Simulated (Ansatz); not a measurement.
Reaction (SMILES): CCCO + 3 [H][H] (H2) → 3 C (CH4) + O (H2O)
Each molecule is optimised on its own at B3LYP-D3(BJ)/def2-TZVP (Ansatz, a first-principles code), one conformer each, not searched for the lowest.

Property: energy of full hydrogenation (electronic energy difference), in eV. Valence correlation only, unless marked. No spin-orbit coupling. No relativistic terms. CBS(X,Y): correlation extrapolated as X^-3; Hartree-Fock from the larger set. The bracket is a focal-point correction in the basis named.

```tsv
level	program	energy of full hydrogenation (eV)
PBE-D3(BJ)/def2-TZVPD	Ansatz + dftd3	-2.50
r2SCAN/def2-TZVPD	Ansatz	(withheld)
B3LYP-D4/def2-TZVPD	Ansatz + dftd4	-2.59
HSE06-D3(BJ)/def2-TZVPD	Ansatz + dftd3	(withheld)
CAM-B3LYP-D4/def2-TZVPD	Ansatz + dftd4	(withheld)
PBE-QIDH/def2-TZVPD	Ansatz	-2.59
RI-MP2/CBS(aug-cc-pVTZ,aug-cc-pVQZ)+[CCSD(T)-MP2]/aug-cc-pVTZ	Ansatz	-2.59
```

Question: Some entries are withheld; supply them.

Answer: 
- r2SCAN/def2-TZVPD, energy of full hydrogenation (eV): -2.57
- HSE06-D3(BJ)/def2-TZVPD, energy of full hydrogenation (eV): -2.60
- CAM-B3LYP-D4/def2-TZVPD, energy of full hydrogenation (eV): -2.62
